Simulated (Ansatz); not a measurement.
CH6BNSi can be A, `BN1C[SiH2]1`, or B, `B1CN[SiH2]1`.

Computed with Ansatz on PBE0-D4/def2-TZVP structures; ΔE is electronic, products minus reactants. CCSD(T)/CBS adds triple-zeta CCSD(T) − MP2 to the extrapolated MP2 energy (def2 sets, frozen cores). Functionals use def2-TZVPP.

**Question.** Which isomer does CCSD(T)/CBS put lower? Give the gap. (An estimate is asked.)

**Answer.** The calculation gave: A, by 19.3 kcal/mol.

**Question.** Give E(B) − E(A) in kcal/mol with B2PLYP, CCSD(T)/def2-SVP, LDA (SPW92), PBE-D4, ωB97M-V, CCSD/def2-TZVPP, PBE0-D4. (Best estimate.)

**Answer.** Ansatz gave: B2PLYP 21.7, CCSD(T)/def2-SVP 21.7, LDA (SPW92) 19.6, PBE-D4 20.0, ωB97M-V 20.2, CCSD/def2-TZVPP 19.4, PBE0-D4 18.4. None reverses the order clearly.

**Question.** Does the order hold for the free energy at 298.15 K (harmonic terms from PBE0-D4)? (An estimate is asked.)

**Answer.** Ansatz gave: Yes: G(B) − G(A) = +19.5 kcal/mol.

Largest T1 diagnostic: 0.014.

From PBE to PBE0 (25 % exact exchange), in def2-TZVPP and without D4, E(B) − E(A) moves by −1.6 kcal/mol. In def2-TZVPP, CCSD(T) changes the Hartree–Fock value by +1.6 kcal/mol (the triples alone add +0.7 kcal/mol) and MP2 by +3.3 kcal/mol.
